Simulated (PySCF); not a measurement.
From computed data to an observable: oscillator strength and radiative lifetime

BHClBr, SMILES B(Br)Cl.

Geometry optimised at PBE-D3(BJ)/def2-TZVP.

TDDFT-CAM-B3LYP/def2-SVPD (PySCF) puts the first singlet state with f over 0.02 at 6.32 eV (vertical), with the transition dipole (-0.138, 0.956, 0.000) in atomic units.

Q: Find the oscillator strength, the wavelength and the radiative lifetime that this transition would have in vacuum if emission retraced absorption.

A: 
|μ|² = 0.9330 au, so |μ| = 2.46 D. ΔE = 6.32/27.211 = 0.2323 hartree. f = (2/3) ΔE |μ|² = 0.144 (the program prints 0.144).
λ = 1239.84/6.32 = 196 nm; ν = 50974 cm⁻¹.
Einstein's coefficient A = 0.6670 ν² f s⁻¹ (ν in cm⁻¹) = 2.5e8 s⁻¹, so τ = 1/A = 4.0 ns. This state is S3; the lower singlets have f = 0.000, 0.000. The figure is the radiative limit of this one transition; relaxation, internal conversion, crossing to triplets and a medium change what is measured.
